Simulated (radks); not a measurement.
Task: All-electron atom: Ru2+ in [Kr] 4d6 (the NIST ground configuration). All-electron calculation, scalar-relativistic Kohn-Sham, PBE, spin-polarised, spherical densities, finite nucleus; open shells are filled with parallel spins first (spin-orbit coupling, left out, can overturn this in heavy ions); Fermi nuclear charge, rms radius 4.4809 fm. Program: a radial shooting solver on a logarithmic mesh with Libxc functionals. Some entries of the table are withheld. Estimate them.

| orbital | occ. | eigenvalue (Ry) | r(max) (bohr) |
|---|---|---|---|
| 1s down | 1 | -1613.795 | 0.02172 |
| 1s up | 1 | -1613.795 | 0.02172 |
| 2s up | 1 | -233.3160 | 0.1229 |
| 2s down | 1 | -233.2734 | 0.1229 |
| 2p up | 3 | -209.1139 | 0.09824 |
| 2p down | 3 | -209.0820 | 0.09823 |
| 3s up | 1 | -42.30812 | 0.3616 |
| 3s down | 1 | -42.28676 | 0.3617 |
| 3p up | 3 | -34.35681 | 0.3548 |
| 3p down | 3 | -34.33239 | 0.3549 |
| 3d up | 5 | -21.56736 | 0.3010 |
| 3d down | 5 | -21.52867 | 0.3012 |
| 4s up | 1 | -7.16969 | 0.9155 |
| 4s down | 1 | -6.96784 | 0.9120 |
| 4p up | 3 | -4.96450 | 0.9835 |
| 4p down | 3 | -4.74862 | 0.9789 |
| 4d up | 5 | (1) | 1.194 |
| 4d down | 1 | (2) | 1.189 |
| 5s up | 0 | -1.44574 | 2.402 |
| 5s down | 0 | -1.32802 | 2.468 |
| 5p up | 0 | -1.02059 | 2.879 |
| 5p down | 0 | -0.93361 | 2.969 |

Result: 
(1) 4d up eigenvalue (Ry): -1.85933
(2) 4d down eigenvalue (Ry): -1.64156
